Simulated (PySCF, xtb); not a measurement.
Si(H)(PH2)3 (H7P3Si), SMILES P[SiH](P)P.

xtb with GFN2-xTB at its own geometry gives an orbital gap of 4.11 eV and a dipole moment of 1.11 D.

Coordinates come from a PBE0-D3(BJ)/def2-SVP optimisation. Other conformers were not sampled.

What does PBE/def2-TZVP (PySCF) give? (The exact figures need the calculation; the answer reports its results.)

gap 5.06 eV (levels -6.31 and -1.25 eV), dipole 0.61 D.
